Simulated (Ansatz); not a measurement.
Frontier orbitals of C2H5FOSi (`C=C[SiH](O)F`).

```xyz
10

C    -1.212    0.143   -1.087
C    -0.592    0.752   -0.078
Si    0.975    0.108    0.662
O     1.228   -1.459    0.278
F     0.848    0.288    2.247
H    -0.824   -0.773   -1.524
H    -2.127    0.531   -1.525
H    -1.023    1.673    0.312
H     2.191    0.828    0.237
H     0.536   -2.091    0.478
```

Total charge 0; spin multiplicity 1. The structure was optimised at the PBE0-D4/def2-TZVP level. It is one conformer, not always the lowest. Basis def2-TZVPP, Ansatz 0.2.0.

Orbital energies of one run (eV). Highest occupied ones, from the top: -8.56, -9.09, -10.25, -10.88, -11.30, -12.05, -12.88, -13.02, -13.84, -14.57, -16.18, -17.32, -22.48, -29.38. Empty: -0.74, 1.10, 1.90, 2.58, 2.88, 3.39.

(1) Which functional gave them?
A. HSE06 (plane-wave form)
B. PBE
C. r2SCANh
D. r2SCAN0

## Answers

(1) D. HOMO energies: r2SCAN0 -8.56, PBE -7.26, HSE06 -8.00, r2SCANh -7.92 eV.
